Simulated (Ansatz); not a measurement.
Correlation energies of `ClC[CH2][GeH3]` by basis set

Cartesian coordinates in Å:
```
Cl -1.7333 1.5886 -0.3115
C -0.0093 1.2731 -0.6723
C 0.3096 -0.2023 -0.6639
Ge -0.0557 -1.1070 1.0465
H 0.1798 1.7262 -1.6459
H 0.5617 1.8155 0.0815
H 1.3758 -0.3250 -0.8811
H -0.2411 -0.7156 -1.4557
H 0.4025 -0.1990 2.2022
H 0.7540 -2.4159 1.0886
H -1.5440 -1.4386 1.2116
```

Charge 0, multiplicity 1. Correlated methods include outer-core shells of Ge, which these sets cover unevenly. Scalar relativity is left out up to krypton. All single points use the PBE0-D4/def2-TZVP geometry. It is one conformer, not always the lowest. Frozen core, restricted reference, Ansatz.

| basis | HF (Eh) | MP2 corr. | CCSD corr. | (T) | CCSD(T) total |
| --- | --- | --- | --- | --- | --- |
| def2-SVP | -2614.20210 | ? | -0.70782 | ? | ? |
| def2-TZVPP | -2614.71207 | -0.80897 | -0.85726 | ? | ? |
| def2-QZVPP | ? | -1.11466 | – | – | – |

Question: Fill in the withheld values. (Best estimate.)

Answer: The calculation gave: def2-SVP MP2 corr.: -0.66041; def2-SVP (T): -0.01967; def2-SVP CCSD(T) total: -2614.92959; def2-TZVPP (T): -0.03359; def2-TZVPP CCSD(T) total: -2615.60292; def2-QZVPP HF (Eh): -2614.77066.
